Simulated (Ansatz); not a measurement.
Basis-set extrapolation for `CS[Si]O` (PBE0-D4/def2-TZVP geometry, frozen core, Ansatz). Multiplicity 1, RHF reference.

```csv
,def2-TZVPP,def2-QZVPP
HF,-801.636234,-801.661798
MP2 correlation,-0.695198,-0.750433
CCSD(T) correlation,-0.765758,not run
```

Energies in hartree. Use E(X) = E(∞) + A·exp(−7.88·√X) for Hartree–Fock and E(X) = E(∞) + B·X^(−2.97) for correlation, with X = 3 and 4, and add CCSD(T) minus MP2 of the smaller set to the MP2 limit.

Question: What is the CCSD(T) energy at the basis-set limit?

Answer: HF limit: -801.661798 + (-0.025564) × 0.13774 = -801.66532. MP2 limit: -0.750433 + (-0.055235) × 0.74074 = -0.79135. Higher-order term: -0.765758 − (-0.695198) = -0.07056. Total: -802.52723 hartree, 328.8 kJ/mol below CCSD(T)/def2-TZVPP.
